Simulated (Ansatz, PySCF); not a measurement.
C4H7FSi, SMILES C=C/C=C(\F)[SiH3]. Atoms are numbered in the order given.

```xyz
13

C      0.5157     3.1716     0.0000
C     -0.1819     2.0290     0.0000
C      0.4399     0.7017     0.0000
C     -0.2398    -0.4545     0.0000
F     -1.5969    -0.4239     0.0000
Si     0.4907    -2.1907     0.0000
H      1.6114     3.1718     0.0000
H      0.0157     4.1443     0.0000
H     -1.2763     2.0530     0.0000
H      1.5331     0.6423     0.0000
H      0.0384    -2.9298    -1.2116
H      1.9740    -2.0580     0.0000
H      0.0384    -2.9298     1.2116
```

Geometry optimised at ωB97X-D3(BJ)/def2-SVP. The structure was generated by enumeration; whether it is a known compound was not checked. The values are those of a single conformer.

Two levels are set side by side: PBE-D3(BJ)/def2-SVP (Ansatz, an electronic-structure program) and ωB97X-D3(BJ)/def2-SVP (PySCF). Each level has its own optimised geometry; the coordinates shown are those of the second. Frequencies come from the Hessian of PySCF at each geometry. Differences are taken from unrounded values.

| quantity | ωB97X-D3(BJ) | PBE-D3(BJ) | PBE-D3(BJ) minus ωB97X-D3(BJ) |
|---|---|---|---|
| mean bond length (Å) | 1.353 | 1.361 | 0.008 |
| bond C1–C2 (Å) | 1.339 | 1.354 | 0.015 |
| bond C2–C3 (Å) | 1.466 | 1.451 | -0.014 |
| bond C3–C4 (Å) | 1.341 | 1.359 | 0.018 |
| bond C4–F5 (Å) | 1.358 | 1.364 | 0.006 |
| bond C4–Si6 (Å) | 1.884 | 1.889 | 0.005 |
| bond C1–H7 (Å) | 1.096 | 1.103 | 0.007 |
| bond C1–H8 (Å) | 1.094 | 1.100 | 0.007 |
| bond C2–H9 (Å) | 1.095 | 1.103 | 0.008 |
| bond C3–H10 (Å) | 1.095 | 1.103 | 0.008 |
| bond Si6–H11 (Å) | 1.490 | 1.503 | 0.014 |
| bond Si6–H12 (Å) | 1.489 | 1.502 | 0.013 |
| bond Si6–H13 (Å) | 1.490 | 1.503 | 0.014 |
| highest harmonic wavenumber (cm⁻¹) | 3272 | 3178 | -94 |
| mean harmonic wavenumber (cm⁻¹) | 1252 | 1199 | -53 |
| zero-point energy (kcal/mol) | 59.05 | 56.54 | -2.51 |

GGA bonds tend to be longer and softer than those of functionals with exact exchange. Differences between two approximate levels are no errors against the true value.
